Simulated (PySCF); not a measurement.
## Electron affinity of K by level of theory

K⁻ [Ar] 4s2 (1S) → K [Ar] 4s1 (2S), as a difference of total energies. Calculation: PySCF 2.14, in aug-cc-pwCVTZ-X2C with one added diffuse shell each of s, p, d, f type (10s9p7d4f, 100 functions); the spin-free X2C one-electron Hamiltonian (Gaussian nucleus). Correlated levels: valence and next inner shell: [Ne] frozen. The calculations carry no spin-orbit coupling.

| method | electron affinity (eV) | error (eV) |
| --- | --- | --- |
| UHF | -0.081 | -0.582 |
| MP2 (valence and next inner shell) | 0.339 | -0.162 |
| SCS-MP2 (valence and next inner shell) | 0.407 | -0.094 |
| CCSD (valence and next inner shell) | 0.460 | -0.041 |
| CCSD(T) (valence and next inner shell) | 0.495 | -0.006 |

Reference: 0.501 eV (measured; photodetachment measurements, as compiled on the Wikipedia data page of electron affinities).

Errors of the correlated levels include the incompleteness of this basis and the frozen core.

A negative affinity means that the anion lies above the atom at that level of theory.

The coupled-cluster amplitudes are large for K⁻ (T1 above 0.03 or a double amplitude above 0.15), so a single reference is strained.
